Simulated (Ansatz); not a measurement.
Geometry optimisation, RKS revPBE-D4/6-31G* in Ansatz 0.2.0.

Input file:

```yaml
crystal:
  periodic: [false, false, false]
  atoms:
    - { symbol: B, position_ang: [0.186937, 0.314521, -0.076088] }
    - { symbol: Cl, position_ang: [-0.596114, 1.233493, 1.30427] }
    - { symbol: H, position_ang: [1.333664, -0.004999, 0.029484] }
    - { symbol: Cl, position_ang: [-0.668017, 0.178808, -1.610389] }
    - { symbol: "N", position_ang: [-0.741178, -1.932299, 1.176042] }
    - { symbol: H, position_ang: [-1.226472, -2.62816, 0.606005] }
    - { symbol: Si, position_ang: [0.440399, -2.515994, 2.354863] }
    - { symbol: H, position_ang: [0.950019, -3.825056, 1.825112] }
    - { symbol: H, position_ang: [1.568944, -1.536166, 2.471655] }
    - { symbol: H, position_ang: [-0.122447, -2.731876, 3.737207] }
    - { symbol: H, position_ang: [-1.408535, -1.202871, 1.496439] }
basis:
  gaussian: { orbitals: "6-31G*" }
hamiltonian:
  xc: revpbe
  dispersion: d4
relax:
  f_tol: 0.03
  max_steps: 50
```

Command:

```bash
$ ansatz run input.yaml --threads 2 --pin off --max-ram 3072MiB --backend cpu --events-out ev --progress --plain --runs-dir out
```

Task: Where does it end, and by what steps?

Result: The forces met the threshold. After 11 steps the energy has fallen by 0.963 eV; B1 moved furthest, 0.70 Å. Joined: B1–N5.

```
step  energy less start (eV)  largest force component (eV/Å)  accepted
   0                  0.0000                           0.817       yes
   1                 -0.1077                           0.976       yes
   2                 -0.3558                           1.301       yes
   3                 -0.7131                           1.229       yes
   4                 -0.7044                           2.286        no
   5                 -0.8357                           0.889       yes
   6                 -0.9153                           0.268       yes
   7                 -0.9414                           0.145       yes
   8                 -0.9576                           0.202       yes
   9                 -0.9625                           0.075       yes
  10                 -0.9628                           0.031       yes
  11                 -0.9631                           0.005       yes
```

```xyz
11
Properties=species:S:1:pos:R:3
B 0.017 -0.282 0.249
Cl -0.118 1.075 1.517
H 1.164 -0.551 -0.026
Cl -1.036 -0.018 -1.257
N -0.629 -1.595 1.002
H -0.819 -2.306 0.279
Si 0.487 -2.275 2.320
H 1.067 -3.511 1.715
H 1.517 -1.263 2.652
H -0.385 -2.612 3.487
H -1.548 -1.311 1.376
```

Time of the run: 32 s on 2 threads of Arm Neoverse V1, with other jobs on the host, peak memory 0.15 GiB.
